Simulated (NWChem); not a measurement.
Molecule: C₂H₂BrF; SMILES F/C=C\Br

Program: NWChem. All runs use the structure optimised with PBE0/def2-SVP. Level: PBE0/def2-SVP with SMD (1 M gas to 1 M solution), gas-phase geometry.

Task: What does the run give for solvent n-hexane? Quantities: solvation free energy (kcal/mol); cavity-dispersion-structure term (kcal/mol); dipole in solution (D).

Result: 
```json
{
 "solvation free energy (kcal/mol)": "-2.9",
 "cavity-dispersion-structure term (kcal/mol)": "-1.5",
 "dipole in solution (D)": "2.24"
}
```
